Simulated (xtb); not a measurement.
In(Br)2(OMe) (CH3Br2InO), SMILES C[O][In]([Br])[Br]. All values are semi-empirical tight-binding results from xtb (GFN2-xTB unless named), good for trends rather than for accurate numbers. Geometry optimised at GFN2-xTB. The values are those of a single conformer.

For metal compounds this method's bond lengths and energies can be far off.

### Question
Estimate the properties. (The exact figures need the calculation; the answer reports its results.)

### Answer

```json
{
  "orbital_gap": "2.44 eV",
  "zero_point_energy": "25.2 kcal/mol",
  "G − E(el) at 298.15 K (modified RRHO)": "1.2 kcal/mol"
}
```
